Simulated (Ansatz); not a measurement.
`O[SiH2][AlH][Cl]` + HI → `O[SiH2]I` + `[AlH2][Cl]` at 500 K and 1 bar (cleavage of the Si–Al bond).

Gas-phase electronic energies from Ansatz, PBE0-D4/def2-TZVP geometries. CCSD(T)/CBS is the MP2 limit (def2-TZVPP, def2-QZVPP) plus CCSD(T) − MP2 in def2-TZVPP, frozen cores. This one scheme is used for every species. Elements past krypton have def2 core potentials. For I outer-core shells are correlated without core-valence functions, which leaves a few kJ/mol of doubt a bond. One conformer a species, not always the lowest.

| species | CCSD(T)/CBS energy (Eh) | H − E (kJ/mol) | S (J/(mol·K)) |
| --- | --- | --- | --- |
| `O[SiH2][AlH][Cl]` | -1068.55078 | 149.3 | 427.8 |
| HI | -298.03592 | 28.6 | 221.6 |
| `O[SiH2]I` | -663.58059 | 115.9 | 351.5 |
| `[AlH2][Cl]` | -703.04476 | 61.1 | 282.3 |

H − E and S are ideal-gas, rigid-rotor, harmonic terms from PBE0-D4/def2-TZVP, for one conformer and one mirror image of each species. 1 Eh = 2625.50 kJ/mol, R = 8.31446 J/(mol·K).

**Question.** By hand: ΔE, ΔH, ΔS and ΔG.

**Answer.** ΔE = (-663.58059) + (-703.04476) − (-1068.55078) − (-298.03592) = -0.03865 Eh = -101.5 kJ/mol. Δ(H − E) = 115.9 + 61.1 − 149.3 − 28.6 = -0.9, so ΔH = -102.4 kJ/mol. ΔS = 351.5 + 282.3 − 427.8 − 221.6 = -15.6 J/(mol·K). ΔG = -102.4 − 500 × (-15.6)/1000 = -94.6 kJ/mol.

**Question.** By hand: the equilibrium constant, and the temperature at which ΔG would vanish if ΔH and ΔS stayed fixed.

**Answer.** log₁₀ K = −ΔG/(RT ln 10) = 9.9. ΔG = 0 at ΔH/ΔS = 6564 K, far beyond where these terms or the molecules hold.

ΔH outweighs TΔS. A doubt of 5 kJ/mol in ΔE shifts log₁₀ K by 0.5 here. Other conformers and mirror images would add mixing entropy, several J/(mol·K) or more a flexible species. Modes under 60 cm⁻¹, often nearly free rotors, make the harmonic entropy too high. These are equilibria of isolated gas molecules and say nothing of rates. Largest T1 diagnostic: 0.011 (customary marks: 0.02 for closed shells, 0.045 for open ones).
